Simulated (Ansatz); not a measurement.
One change: `[OH][Zr]([OH])([OH])[Br]` becomes `[OH][Hf]([OH])([OH])[Br]`.

Ansatz, PBE0-D4/def2-TZVP geometries, multiplicity 1. Each molecule was computed in one conformer, which needn't be the lowest.

Elements past krypton have def2 core potentials. Scalar relativity is left out up to krypton.

| property | `[OH][Zr]([OH])([OH])[Br]` |
| --- | --- |
| size of the dipole moment (B3LYP/def2-TZVPP) / D | 3.93 |
| HOMO–LUMO gap (PBE0/def2-TZVPP) / eV | 7.66 |
| HOMO–LUMO gap (PBE/def2-TZVPP) / eV | 5.49 |
| LUMO energy (B3LYP/def2-TZVPP) / eV | -0.59 |
| HOMO energy (PBE0/def2-TZVPP) / eV | -7.98 |
| HOMO energy (ωB97M-V/def2-TZVPP) / eV | -10.18 |

Question: Give the same properties after the change, and the shifts. (Best estimate.)

Answer: The calculation gave: 
| property | `[OH][Hf]([OH])([OH])[Br]` | shift |
| --- | --- | --- |
| size of the dipole moment (B3LYP/def2-TZVPP) / D | 3.83 | -0.10 |
| HOMO–LUMO gap (PBE0/def2-TZVPP) / eV | 7.84 | 0.18 |
| HOMO–LUMO gap (PBE/def2-TZVPP) / eV | 5.82 | 0.33 |
| LUMO energy (B3LYP/def2-TZVPP) / eV | -0.51 | 0.08 |
| HOMO energy (PBE0/def2-TZVPP) / eV | -8.02 | -0.04 |
| HOMO energy (ωB97M-V/def2-TZVPP) / eV | -10.24 | -0.06 |

Dipoles are sizes alone; their direction can turn.

B3LYP here is the variant with VWN-RPA as its local correlation; programs differ in this.

Spin–orbit coupling is left out; it splits and shifts lone-pair levels of the heavy atoms by tenths of an eV.
